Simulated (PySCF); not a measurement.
Sb(F)2(OH) (F₂HOSb), SMILES [OH][Sb]([F])[F].

Coordinates come from a B3LYP-D3(BJ)/def2-SVP optimisation. The def2 effective core potentials stand for the cores of Sb; spin–orbit coupling is left out. One conformer was computed; it need not be the lowest.

Calculation: TDDFT-PBE0/def2-SVPD run with PySCF.

Vertical excitations. Gas-phase values at a fixed geometry. State labels are in the subgroup Cs.

Task: List the lowest excited states. (Estimate from the structure and the level; the computed values follow.)

Result: 
| state | symmetry | energy (eV) | λ (nm) | f | main pairs |
|---|---|---|---|---|---|
| S1 | A" | 6.69 | 185 | 0.055 | HOMO→LUMO 78 %, HOMO−1→LUMO+1 13 % |
| S2 | A' | 6.80 | 182 | 0.020 | HOMO−1→LUMO 62 %, HOMO→LUMO+1 34 % |
| S3 | A" | 6.81 | 182 | 0.023 | HOMO−1→LUMO+1 86 % |
| S4 | A' | 7.11 | 174 | 0.127 | HOMO→LUMO+1 57 %, HOMO−1→LUMO 29 % |
| S5 | A" | 7.73 | 160 | 0.017 | HOMO−2→LUMO 50 %, HOMO−1→LUMO+2 41 % |
| S6 | A' | 7.79 | 159 | 0.018 | HOMO−2→LUMO+1 95 % |
| S7 | A" | 7.85 | 158 | 0.060 | HOMO−1→LUMO+2 51 %, HOMO−2→LUMO 27 %, HOMO−3→LUMO+1 12 % |
| S8 | A' | 7.99 | 155 | 0.005 | HOMO−3→LUMO 94 % |
| S9 | A' | 8.12 | 153 | 0.322 | HOMO→LUMO+2 76 % |
| S10 | A" | 8.29 | 150 | 0.046 | HOMO−3→LUMO+1 64 %, HOMO−4→LUMO+1 27 % |
| T1 | A" | 5.40 | 229 | 0 | HOMO→LUMO 96 % |
| T2 | A' | 5.57 | 222 | 0 | HOMO→LUMO+1 96 % |
| T3 | A' | 6.28 | 197 | 0 | HOMO−1→LUMO 98 % |
| T4 | A" | 6.44 | 192 | 0 | HOMO−1→LUMO+1 87 % |
Triplets are in the Tamm–Dancoff approximation, which puts them higher than full response would, so one can lie above its singlet here.
